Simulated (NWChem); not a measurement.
System: C₄H₃Br; SMILES C#CC(=C)Br

```xyz
8

C      1.1289     2.6060    -0.0009
C      0.3341     1.6934    -0.0004
C     -0.5788     0.6118     0.0000
C     -1.9122     0.7150     0.0001
Br     0.2464    -1.1426     0.0002
H      1.8217     3.4168    -0.0016
H     -2.3746     1.6976     0.0000
H     -2.5566    -0.1561     0.0001
```
Atoms are numbered in this order, from 1.

Computed with NWChem. Geometry: optimised at B3LYP/6-31G* (spherical d). Isolated, static molecule. Spin-orbit effects are missing.

GIAO at KT2/pcSseg-1: principal shieldings of C2 are 3.1, 15.0, 292.8 ppm; an isolated tetramethylsilane molecule has σ = 183.9 ppm at the same levels.

Question: Find the isotropic 13C shift, its principal values, the span and the skew.

Answer: 
1. σ(iso) = one third of the sum = 103.6 ppm.
2. δ = σ(reference) − σ = 80.3 ppm against tetramethylsilane.
3. δ11, δ22, δ33 = 180.8, 168.9, -108.9 ppm.
4. Span Ω = δ11 − δ33 = 289.7 ppm; skew κ = 3(δ22 − δ(iso))/Ω = 0.92.
